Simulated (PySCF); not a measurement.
Ga: excitation energy

Ga [Ar] 3d10 4s2 4p1 (2P) → Ga [Ar] 3d10 4s1 4p2 (4P), as a difference of total energies. Calculation: PySCF 2.14, in def2-QZVPPD (12s7p5d4f1g, 95 functions); no relativity, point nucleus. Correlated levels: valence: [Ar] 3d10 frozen. The calculations carry no spin-orbit coupling.

```csv
method,excitation energy (cm⁻¹)
UHF,24641
MP2 (valence),30669
SCS-MP2 (valence),33007
CCSD (valence),32462
CCSD(T) (valence),32653
```
